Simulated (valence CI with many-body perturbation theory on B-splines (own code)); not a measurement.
Values are calculated unless marked as measured or tabulated.
**Energy levels of Sn XIX**

Level of theory: configuration interaction combined with many-body perturbation theory (CI+MBPT): four valence electrons over a frozen Dirac-Fock core [Ar] 3d10, a basis of 11 s, 11 p, 10 d, 8 f, 5 g, 2 h functions for each j, with the one-electron correlation potential Σ1 (screened to all orders), the two-electron term Σ2, the three-electron term Σ3, Breit, model QED; selected single and double excitations, second order for the rest, scaled by the run's own slope (own B-spline code, finite nucleus).

No measured levels were compared; by estimate levels hold to about 250 cm⁻¹ or 0.2 % of their energy and the worst to 1 %, as in measured heavy ions of charge 2 to 7; those with d or f electrons hold less well. Among the levels kept, up to 560 cm⁻¹ of a level comes from second order outside the variational space, and about a tenth of that is noise between levels of different J, which matters for small intervals.

Levels 136 to 180 of 186, with energies above the lowest level, 4s²4p² ³P_0. "Leading %" is the weight of the configuration and term that name the level; weights of strongly mixed levels are sums over their largest components and can fall short. In the jj column 3d3/2^4 stands for four electrons in 3d with j = 3/2.

| No. | Configuration | Term | J | E (cm⁻¹) | Leading % | Leading jj | Second component |
| --- | --- | --- | --- | --- | --- | --- | --- |
| 136 | 4p³4d | ³S° | 1 | 1612600 | 50 | 4p1/2 4p3/2^2 4d5/2 (51 %) | 18 % 4p³4d ¹P° |
| 137 | 4s4p4d² | ⁵G° | 3 | 1613600 | 44 | 4s 4p1/2 4d3/2^2 (24 %) | 12 % 4s4p²4f ⁵G° |
| 138 | 4p³4d | ³F° | 3 | 1618600 | 25 | 4p1/2 4p3/2^2 4d5/2 (44 %) | 21 % 4s4p4d² ⁵G° |
| 139 | 4p³4d | ¹F° | 3 | 1622400 | 37 | 4p1/2 4p3/2^2 4d5/2 (33 %) | 26 % 4p³4d ³D° |
| 140 | 4s4p4d² | ⁵G° | 4 | 1633800 | 64 | 4s 4p1/2 4d3/2 4d5/2 (44 %) | 20 % 4s4p²4f ⁵G° |
| 141 | 4s²4p5s | ³P° | 0 | 1634700 | 98 | 4s^2 4p1/2 5s (98 %) |  |
| 142 | 4s²4p5s | ³P° | 1 | 1637700 | 70 | 4s^2 4p1/2 5s (97 %) | 28 % 4s²4p5s ¹P° |
| 143 | 4p³4d | ¹D° | 2 | 1642800 | 24 | 4p1/2 4p3/2^2 4d5/2 (52 %) | 15 % 4p³4d ³D° |
| 144 | 4p³4d | ³F° | 4 | 1649000 | 46 | 4p3/2^3 4d5/2 (65 %) | 9 % 4p³4d ¹G° |
| 145 | 4p³4d | ³D° | 1 | 1652800 | 24 | 4p1/2 4p3/2^2 4d3/2 (48 %) | 23 % 4p³4d ³P° |
| 146 | 4s4p²4f | ⁵D° | 4 | 1654400 | 21 | 4s 4p1/2^2 4f7/2 (40 %) | 11 % 4s4p²4f ⁵F° |
| 147 | 4s4p²4f | ⁵D° | 3 | 1654800 | 13 | 4s 4p1/2 4d3/2 4d5/2 (45 %) | 12 % 4s4p4d² ⁵D° |
| 148 | 4s4p²4f | ⁵G° | 2 | 1658200 | 13 | 4s 4p1/2 4d3/2 4d5/2 (46 %) | 11 % 4s4p4d² ⁵F° |
| 149 | 4s4p4d² | ⁵G° | 5 | 1659000 | 66 | 4s 4p1/2 4d5/2^2 (28 %) | 17 % 4s4p²4f ⁵G° |
| 150 | 4p³4d | ³P° | 2 | 1662100 | 40 | 4p3/2^3 4d5/2 (63 %) | 12 % 4p³4d ¹D° |
| 151 | 4p³4d | ³P° | 0 | 1665400 | 42 | 4p3/2^3 4d3/2 (41 %) | 40 % 4s4p4d² ⁵D° |
| 152 | 4s4p4d² | ⁵D° | 1 | 1666800 | 64 | 4s 4p1/2 4d3/2 4d5/2 (70 %) | 12 % 4s4p4d² ³D° |
| 153 | 4s4p²4f | ³G° | 3 | 1668500 | 19 | 4s 4p1/2^2 4f7/2 (31 %) | 13 % 4s4p²4f ⁵G° |
| 154 | 4s4p4d² | ⁵D° | 0 | 1669700 | 50 | 4p3/2^3 4d3/2 (33 %) | 36 % 4p³4d ³P° |
| 155 | 4s4p²4f | ⁵G° | 2 | 1671500 | 32 | 4s 4p1/2 4d3/2 4d5/2 (31 %) | 23 % 4s4p4d² ⁵D° |
| 156 | 4p³4d | ³P° | 1 | 1674000 | 18 | 4p3/2^3 4d3/2 (48 %) | 16 % 4p³4d ³D° |
| 157 | 4s4p4d² | ³H° | 4 | 1682300 | 27 | 4s 4p1/2 4d3/2 4d5/2 (30 %) | 13 % 4s4p4d² ³G° |
| 158 | 4s4p4d² | ⁵F° | 1 | 1684900 | 48 | 4s 4p1/2 4d3/2^2 (34 %) | 14 % 4s4p4d² ⁵D° |
| 159 | 4p³4d | ¹F° | 3 | 1686100 | 27 | 4p3/2^3 4d5/2 (44 %) | 17 % 4p³4d ³D° |
| 160 | 4p³4d | ¹F° | 3 | 1689800 | 15 | 4s 4p1/2 4d3/2 4d5/2 (20 %) | 11 % 4p³4d ³D° |
| 161 | 4s4p4d² | ³F° | 2 | 1690100 | 19 | 4s 4p1/2 4d3/2 4d5/2 (20 %) | 12 % 4s4p4d² ⁵D° |
| 162 | 4s4p4d² | ⁵P° | 1 | 1691900 | 56 | 4s 4p1/2 4d3/2 4d5/2 (36 %) | 14 % 4s4p4d² ⁵D° |
| 163 | 4s4p4d² | ³H° | 4 | 1692000 | 28 | 4s 4p1/2 4d3/2 4d5/2 (31 %) | 13 % 4s4p²4f ⁵G° |
| 164 | 4s4p4d² | ⁵G° | 6 | 1692300 | 54 | 4s 4p1/2 4p3/2 4f7/2 (32 %) | 33 % 4s4p²4f ⁵G° |
| 165 | 4s4p4d² | ⁵F° | 2 | 1693200 | 17 | 4s 4p1/2 4d3/2 4d5/2 (20 %) | 14 % 4s4p4d² ⁵D° |
| 166 | 4s4p4d² | ³H° | 5 | 1693800 | 28 | 4s 4p1/2 4d3/2 4d5/2 (41 %) | 21 % 4s4p4d² ³G° |
| 167 | 4s4p4d² | ³F° | 2 | 1696000 | 21 | 4p3/2^3 4d3/2 (19 %) | 11 % 4s4p4d² ⁵F° |
| 168 | 4p³4d | ¹F° | 3 | 1699400 | 35 | 4p3/2^3 4d3/2 (35 %) | 11 % 4p³4d ³D° |
| 169 | 4s4p²4f | ⁵D° | 3 | 1701100 | 18 | 4s 4p1/2 4d3/2 4d5/2 (33 %) | 13 % 4s4p4d² ⁵D° |
| 170 | 4s4p²4f | ⁵G° | 5 | 1708600 | 34 | 4s 4p1/2 4p3/2 4f7/2 (58 %) | 23 % 4s4p²4f ⁵F° |
| 171 | 4s4p4d² | ⁵D° | 3 | 1711000 | 30 | 4s 4p1/2 4d5/2^2 (32 %) | 12 % 4s4p4d² ⁵P° |
| 172 | 4s4p²4f | ⁵G° | 4 | 1712500 | 35 | 4s 4p1/2 4p3/2 4f5/2 (44 %) | 11 % 4s4p4d² ⁵F° |
| 173 | 4s4p4d² | ³D° | 1 | 1713300 | 41 | 4s 4p1/2 4p3/2 4f5/2 (18 %) | 15 % 4s4p²4f ⁵F° |
| 174 | 4s4p4d² | ⁵P° | 2 | 1714800 | 45 | 4s 4p1/2 4d3/2 4d5/2 (48 %) | 17 % 4s4p4d² ⁵D° |
| 175 | 4s4p4d² | ⁵F° | 3 | 1718400 | 46 | 4s 4p1/2 4p3/2 4f5/2 (23 %) | 19 % 4s4p²4f ⁵D° |
| 176 | 4s4p²4f | ⁵F° | 2 | 1718600 | 27 | 4s 4p1/2 4p3/2 4f5/2 (40 %) | 24 % 4s4p²4f ⁵D° |
| 177 | 4s4p²4f | ⁵D° | 1 | 1719400 | 29 | 4s 4p1/2 4p3/2 4f5/2 (51 %) | 24 % 4s4p²4f ⁵F° |
| 178 | 4s4p²4f | ⁵F° | 4 | 1720400 | 18 | 4s 4p1/2 4d3/2 4d5/2 (26 %) | 18 % 4s4p4d² ⁵F° |
| 179 | 4s²4p5s | ³P° | 2 | 1722000 | 97 | 4s^2 4p3/2 5s (97 %) |  |
| 180 | 4s4p²4f | ⁵D° | 0 | 1723100 | 52 | 4s 4p1/2 4p3/2 4f5/2 (38 %) | 37 % 4s4p4d² ⁵D° |

Names give the largest LS component (configuration and term), which can be under half, so a name can repeat, a term be missing and a line seem to break the LS rules; names also repeat where a configuration has a term twice.

Where two levels of one J and parity lie close, their mixing, g and order are uncertain.
